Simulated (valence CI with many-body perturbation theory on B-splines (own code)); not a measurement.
Sb2+: electric-dipole lines

Calculated by valence CI with perturbative core correlation (CI+MBPT): three valence electrons over a frozen Dirac-Fock core [Kr] 4d10, a basis of 11 s, 11 p, 10 d, 8 f, 5 g, 2 h functions for each j, with the one-electron correlation potential Σ1 (screened to all orders), the two-electron term Σ2, the three-electron term Σ3, Breit, model QED; selected single and double excitations, second order for the rest, scaled by the run's own slope (own B-spline code, finite nucleus).

Set against measurement, 16 paired levels are off by 231 cm⁻¹ on average, the worst by 795. These come from a selection out of Moore, Atomic Energy Levels, vol. III, NSRDS-NBS 35 (1971 reprint of NBS Circular 467, 1958), an old analysis. Levels without a partner in it may be off by more. 1 measured level below the end of the list, from 163388 cm⁻¹ on, found no clear computed partner, and computed levels of the same name lie up to 1286 cm⁻¹ from them.

Lines 301 to 350 of 570 in falling wavelength, among levels below 184044 cm⁻¹, chosen from the strongest by gf and those to the six lowest levels. Wavelengths and rates use the calculated energies, so an error of 200 cm⁻¹ moves a line at 190.6 nm by 0.38 % and its rate by three times that or more. Electric multipoles are in the length gauge, E1 and E2 with the static RPA response of the core. Weak lines are less certain than strong ones. Lines between different terms over intervals too small for the method are left out, as are lines whose strength nearly cancels. Where a level lies close to another of its J and parity, the split of strength between their lines is uncertain. The highest levels of a list are the least certain.

Names give the largest LS component (configuration and term), which can be under half, so a name can repeat, a term be missing and a line seem to break the LS rules; names also repeat where a configuration has a term twice. Letters in brackets count levels of one name in rising energy.

| λ vac (nm) | λ from measured levels | Upper | Lower | A (s⁻¹) | S (a.u.) with core polarisation | S without |
| --- | --- | --- | --- | --- | --- | --- |
| 245.3 |  | 5s²8d ²D_5/2 | 4f5s² ²F°_7/2 | 3.36e+06 | 1.47e-01 | 1.39e-01 |
| 212.8 |  | 5s²7g ²G_7/2 | 4f5s² ²F°_5/2 | 5.20e+07 | 1.98e+00 | 1.99e+00 |
| 212.5 |  | 5s²7g ²G_9/2 | 4f5s² ²F°_7/2 | 5.43e+07 | 2.57e+00 | 2.59e+00 |
| 212.5 |  | 5s²7g ²G_7/2 | 4f5s² ²F°_7/2 | 1.96e+06 | 7.41e-02 | 7.47e-02 |
| 208.3 |  | 5s5p5d ²D°_5/2 [a] | 5s²5d ²D_3/2 | 4.55e+06 | 1.22e-01 | 2.28e-01 |
| 207.6 |  | 5s²8s ²S_1/2 | 5s²6p ²P°_3/2 | 1.10e+08 | 9.75e-01 | 9.56e-01 |
| 204.4 |  | 5s²7d ²D_3/2 | 5s²6p ²P°_3/2 | 1.31e+07 | 2.21e-01 | 2.28e-01 |
| 203.9 |  | 5s²7d ²D_5/2 | 5s²6p ²P°_3/2 | 7.96e+07 | 2.00e+00 | 2.05e+00 |
| 200.7 |  | 5s²8s ²S_1/2 | 5s²6p ²P°_1/2 | 5.95e+07 | 4.75e-01 | 4.65e-01 |
| 197.7 |  | 5s²7d ²D_3/2 | 5s²6p ²P°_1/2 | 7.72e+07 | 1.18e+00 | 1.21e+00 |
| 195.9 |  | 5s5p² ⁴P_1/2 | 5s²5p ²P°_3/2 | 1.79e+06 | 1.33e-02 | 1.79e-02 |
| 190.6 | 192.2 | 5s²6p ²P°_3/2 | 5s5p² ⁴P_5/2 | 4.63e+06 | 6.33e-02 | 6.07e-02 |
| 185.2 |  | 5s5p5d ⁴F°_5/2 | 5s²5d ²D_3/2 | 8.82e+06 | 1.66e-01 | 1.81e-01 |
| 185.1 |  | 5s5p² ⁴P_3/2 | 5s²5p ²P°_3/2 | 1.17e+06 | 1.47e-02 | 2.05e-02 |
| 184.3 |  | 5s²6p ²P°_1/2 | 5s5p² ⁴P_3/2 | 6.20e+05 | 3.83e-03 | 3.72e-03 |
| 183.7 |  | 5s5p5d ⁴F°_7/2 | 5s²5d ²D_5/2 | 2.16e+07 | 5.29e-01 | 6.08e-01 |
| 178.9 |  | 5s²6p ²P°_3/2 | 5s5p² ⁴P_3/2 | 1.34e+04 | 1.52e-04 | 1.28e-04 |
| 174.7 |  | 5s²6p ²P°_1/2 | 5s5p² ⁴P_1/2 | 1.68e+04 | 8.82e-05 | 9.61e-05 |
| 174.1 | 173.1 | 5s5p² ⁴P_5/2 | 5s²5p ²P°_3/2 | 4.49e+06 | 7.01e-02 | 1.02e-01 |
| 173.6 |  | 5s5p² ⁴P_1/2 | 5s²5p ²P°_1/2 | 6.57e+06 | 3.39e-02 | 4.60e-02 |
| 172.8 |  | 5s5p6s ⁴P°_3/2 | 5s²5d ²D_5/2 | 1.27e+07 | 1.29e-01 | 1.27e-01 |
| 171.3 |  | 5s²5f ²F°_5/2 | 5s5p² ²P_3/2 | 1.08e+07 | 1.61e-01 | 1.76e-01 |
| 169.9 | 171.2 | 4f5s² ²F°_7/2 | 5s5p² ²D_5/2 | 4.48e+08 | 8.67e+00 | 9.22e+00 |
| 169.8 |  | 5s²6p ²P°_3/2 | 5s5p² ⁴P_1/2 | 3.62e+04 | 3.50e-04 | 3.78e-04 |
| 169.7 | 171.0 | 4f5s² ²F°_5/2 | 5s5p² ²D_5/2 | 3.00e+07 | 4.34e-01 | 4.61e-01 |
| 166.9 |  | 5s²5f ²F°_7/2 | 5s²5d ²D_5/2 | 3.10e+07 | 5.69e-01 | 6.11e-01 |
| 166.1 | 167.4 | 4f5s² ²F°_5/2 | 5s5p² ²D_3/2 | 4.18e+08 | 5.67e+00 | 6.05e+00 |
| 166.0 |  | 5s²9s ²S_1/2 | 5s²6p ²P°_3/2 | 6.25e+07 | 2.82e-01 | 2.77e-01 |
| 165.0 |  | 5s5p² ⁴P_3/2 | 5s²5p ²P°_1/2 | 8.91e+04 | 7.91e-04 | 1.16e-03 |
| 164.7 |  | 5s²8d ²D_5/2 | 5s²6p ²P°_3/2 | 2.59e+07 | 3.43e-01 | 3.52e-01 |
| 162.6 |  | 5s²5f ²F°_5/2 | 5s²5d ²D_3/2 | 1.35e+07 | 1.72e-01 | 1.83e-01 |
| 161.6 |  | 5s²9s ²S_1/2 | 5s²6p ²P°_1/2 | 2.47e+07 | 1.03e-01 | 9.79e-02 |
| 161.4 |  | 5s5p6p ⁴D_1/2 | 5s²6p ²P°_1/2 | 1.95e+07 | 8.08e-02 | 9.13e-02 |
| 160.9 |  | 5s5p6s ²P°_1/2 | 5s²5d ²D_3/2 | 8.43e+07 | 3.46e-01 | 3.15e-01 |
| 160.6 |  | 5s²8d ²D_3/2 | 5s²6p ²P°_1/2 | 2.68e+07 | 2.19e-01 | 2.24e-01 |
| 160.1 |  | 5s5p5d ²P°_3/2 [a] | 5s²5d ²D_5/2 | 2.30e+07 | 1.86e-01 | 1.67e-01 |
| 156.9 |  | 5s5p6p ⁴D_3/2 | 5s²6p ²P°_1/2 | 1.75e+07 | 1.33e-01 | 1.69e-01 |
| 156.5 |  | 5s5p6p ²P_3/2 | 5s²6p ²P°_3/2 | 1.58e+07 | 1.19e-01 | 1.39e-01 |
| 154.6 |  | 5s5p6p ⁴D_5/2 | 5s²6p ²P°_3/2 | 1.02e+07 | 1.11e-01 | 1.51e-01 |
| 154.2 |  | 5s5p6s ⁴P°_3/2 | 5s²6s ²S_1/2 | 1.23e+07 | 8.91e-02 | 1.16e-01 |
| 153.4 |  | 5p³ ²P°_1/2 | 5s5p² ²P_1/2 | 4.80e+07 | 1.71e-01 | 2.87e-01 |
| 152.8 |  | 5s5p6s ⁴P°_3/2 | 5s5p² ²S_1/2 | 7.76e+06 | 5.46e-02 | 6.74e-02 |
| 152.5 |  | 5s5p6p ²P_3/2 | 5s²6p ²P°_1/2 | 1.43e+07 | 1.00e-01 | 1.24e-01 |
| 151.5 |  | 5s5p6s ²P°_3/2 | 5s5p² ²P_3/2 | 1.10e+08 | 7.56e-01 | 8.60e-01 |
| 151.2 |  | 5p³ ²P°_1/2 | 5s²5d ²D_3/2 | 1.27e+08 | 4.32e-01 | 4.72e-01 |
| 150.5 |  | 5s5p5d ⁴D°_3/2 | 5s²6s ²S_1/2 | 8.94e+06 | 6.01e-02 | 7.48e-02 |
| 149.4 |  | 5s5p5d ⁴D°_1/2 | 5s5p² ²S_1/2 | 2.15e+07 | 7.09e-02 | 6.60e-02 |
| 148.1 |  | 5s²10s ²S_1/2 | 5s²6p ²P°_3/2 | 3.48e+07 | 1.12e-01 | 1.09e-01 |
| 148.0 |  | 5s5p6s ²P°_3/2 | 5s²5d ²D_5/2 | 1.23e+08 | 7.88e-01 | 7.69e-01 |
| 147.6 |  | 5p³ ²D°_3/2 | 5s5p² ²D_5/2 | 4.00e+07 | 2.53e-01 | 3.79e-01 |
